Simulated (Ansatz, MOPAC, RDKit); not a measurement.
System: C2H2Cl4, net charge 0, singlet state. SMILES: ClC(C(Cl)Cl)Cl

Atoms: C1, C2, Cl3, Cl4, Cl5, Cl6, H7, H8. Bonds: C1-C2, C1-Cl5, C1-Cl6, C1-H7, C2-Cl3, C2-Cl4, C2-H8.

Bond lengths (Å) and angles (degrees) optimised at UFF with RDKit; PM3 with MOPAC; HF/STO-3G with Ansatz (a first-principles code); HF/6-31G* with Ansatz; PBE/6-31G* with Ansatz; B3LYP/6-31G* with Ansatz, each started from the B3LYP-D3(BJ)/def2-TZVP structure (Ansatz) of the last column. A row stands for all coordinates that are equal there. 6-31G* holds six Cartesian d functions. No wavenumbers were computed at UFF, HF/STO-3G, PBE/6-31G*, so these may be saddle points.

```
coordinate    UFF    PM3  HF/STO-3G  HF/6-31G*  PBE/6-31G*  B3LYP/6-31G*  B3LYP-D3(BJ)/def2-TZVP
----------  -----  -----  ---------  ---------  ----------  ------------  ----------------------
C1-C2       1.533  1.509      1.564      1.536       1.545         1.541                   1.529
C1-Cl5      1.785  1.764      1.810      1.773       1.797         1.797                   1.785
C1-H7       1.111  1.114      1.096      1.075       1.099         1.089                   1.085
C2-C1-Cl5   110.8  109.4      110.1      110.7       110.3         110.5                   110.4
Cl5-C1-Cl6  107.9  107.5      110.2      109.4       110.0         109.7                   109.6
C2-C1-H7    109.8  111.4      110.5      110.3       110.6         110.7                   110.8
Cl5-C1-H7   108.7  109.5      107.9      107.8       107.8         107.7                   107.8
```

Mean signed difference of all 7 bond lengths from B3LYP-D3(BJ)/def2-TZVP: UFF 0.008 Å, PM3 -0.007 Å, HF/STO-3G 0.023 Å, HF/6-31G* -0.009 Å, PBE/6-31G* 0.013 Å, B3LYP/6-31G* 0.010 Å.
